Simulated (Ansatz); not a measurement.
Species: GaH$_{3}$S, charge 0, singlet. GaH3S (SMILES [SH][GaH2]).
B3LYP-D3(BJ)/def2-TZVP minimum from Ansatz (a program for electronic structure):
```
Ga
H 1 1.5599
H 1 1.5612 2 126.91
S 1 2.2150 2 114.95 3 -180.00
H 4 1.3436 1 95.45 2 180.00
```

Total energies in def2-TZVPP, 12 correlated electrons, 19 frozen orbitals. UHF or UKS for unpaired electrons; spin-orbit terms are left out. Correlated methods leave the cores frozen (noble-gas shells, and filled d and f shells in the p block). No relativity.

```json
[
 {"method": "HF", "program": "Ansatz", "energy (Eh)": "-2322.56461", "minus CCSDT(Q) (mEh)": "308.56"},
 {"method": "MP2", "program": "Ansatz", "energy (Eh)": "-2322.82617", "minus CCSDT(Q) (mEh)": "47.00"},
 {"method": "CCSD", "program": "Ansatz", "energy (Eh)": "-2322.86018", "minus CCSDT(Q) (mEh)": "12.99"},
 {"method": "CCSD(T)", "program": "Ansatz", "energy (Eh)": "-2322.87161", "minus CCSDT(Q) (mEh)": "1.55"},
 {"method": "CCSDT(Q)", "program": "Ansatz", "energy (Eh)": "-2322.87317", "minus CCSDT(Q) (mEh)": "0.00"}
]
```

Rough core times of Ansatz's runs on a shared machine: CCSD(T) under 20 s, CCSDT(Q) 10 min.
